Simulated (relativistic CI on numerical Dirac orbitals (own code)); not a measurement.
Pd XXVI: sensitivity of the levels to the model

Base calculation: Dirac-Coulomb-Breit CI, KLI orbitals optimised for each configuration, a model potential for QED, unscaled Slater integrals.

Configuration list (outside the closed core [Ne]): 3s²3p⁶3d³, 3s²3p⁵3d⁴, 3s3p⁶3d⁴, 3s²3p⁶3d²4s, 3s²3p⁶3d²4p, 3s²3p⁶3d²4d, 3s²3p⁶3d²4f, 3s²3p⁵3d³4s, 3s²3p⁵3d³4p, 3s3p⁶3d³4s, 3s²3p⁶3d4s4p, 3s²3p⁶3d²5s, 3s3p⁶3d³4p, 3p⁶3d⁴4p, 3s²3p⁶3d²5p, 3s²3p⁶3d²5d, 3s²3p⁶3d4p4d, 3s²3p⁶3d²5f, 3s²3p⁶3d²5g, 3s²3p⁶3d²6s, 3s²3p⁶3d²6p, 3p⁶3d⁵, 3p⁵3d⁶, 3s²3p⁶3d4s², 3s²3p⁶4s²4p, 3s²3p⁶4s²4d, 3s²3p⁶4s²4f, 3p⁶3d⁴4s, 3p⁵3d⁵4s, 3s²3p⁶3d4p², 3s²3p⁶4s4p², 3s²3p⁶4p³, 3s²3p⁶4p²4d, 3s²3p⁶4p²4f, 3s²3p⁶3d4s4d, 3s²3p⁶4s4p4d, 3s²3p⁶4s4d², 3s²3p⁶4s4d4f, 3p⁶3d⁴4d, 3p⁵3d⁵4d, 3s²3p⁶3d4d², 3s²3p⁶4p4d², 3s²3p⁶4d³, 3s²3p⁶4d²4f, 3s3p⁶3d²4s², 3s3p⁶3d4s²4p, 3s3p⁶3d4s²4d, 3s3p⁶3d4s²4f. Double excitations out of closed p, d and f shells are left out; levels of such configurations are missing from the list, as are those of other unlisted configurations, and high levels can miss mixing partners. These lack a partner that the ground configuration has and come out too high: 3s²3p⁵3d³4p.

Variants: (1) P86 correlation estimate; (2) Breit term removed; (3) non-relativistic limit. Shifts of the energy above 3s²3p⁶3d³ ⁴F3/2, in cm⁻¹, for the lowest level and the first level of each name with at least 55 % of one term (blank where a level changes its place among those of its configuration and J or its character, or is not in the variant):

| Level | Base | Δ(1) | Δ(2) | Δ(3) |
| --- | --- | --- | --- | --- |
| 3s²3p⁶3d³ ⁴F3/2 | 0.0 | 0.0 | 0.0 | 0.0 |
| 3s²3p⁶3d³ ⁴F5/2 | 30468.3 | -0.3 | +1929.9 | -30468.3 |
| 3s²3p⁶3d³ ⁴F7/2 | 54799.6 | -0.3 | +3734.5 | -54799.6 |
| 3s²3p⁶3d³ ⁴F9/2 | 71014.5 | -0.4 | +4769.8 | -71014.4 |
| 3s²3p⁶3d³ ⁴P1/2 | 89282.6 | +3.4 | +1726.6 | -28840.8 |
| 3s²3p⁶3d³ ²G7/2 | 115499.0 | +0.2 | +3929.7 | -49385.7 |
| 3s²3p⁶3d³ ²H9/2 | 120330.8 | -1.6 | +5074.2 |  |
| 3s²3p⁶3d³ ⁴P5/2 | 127049.9 | +4.0 | +3300.2 | -66608.0 |
| 3s²3p⁶3d³ ²P1/2 | 152918.0 | +2.2 | +3619.1 | -65956.1 |
| 3s²3p⁶3d³ ²H11/2 | 162165.1 | -2.7 | +6688.0 | -72380.8 |
| 3s²3p⁶3d³ ²D5/2 | 175451.1 | +5.1 | +4639.9 | -82956.5 |
| 3s²3p⁶3d³ ²G9/2 | 185192.7 | -0.7 | +6795.8 |  |
| 3s²3p⁶3d³ ²P3/2 | 208212.4 | +2.3 | +5387.6 |  |
| 3s²3p⁶3d³ ²F5/2 | 210519.5 | +3.5 | +2665.7 | -61209.8 |

At this charge energies of transitions that change n are usually good to better than 1 %, and those within a shell (Δn = 0) to a few per cent. Terms inside the open d or f shell come out 10 to 20 % too wide with unscaled integrals.

Ionisation energy from the two ground configurations alone: base 1290.1 eV; P86 correlation estimate 1291.91 eV; Breit term removed 1290.62 eV. The NIST ASD value (theoretical) is 1290 eV.

LS names give the leading component of a level, which can be under half, so a name can repeat, a term be missing and a line seem to break the LS rules.
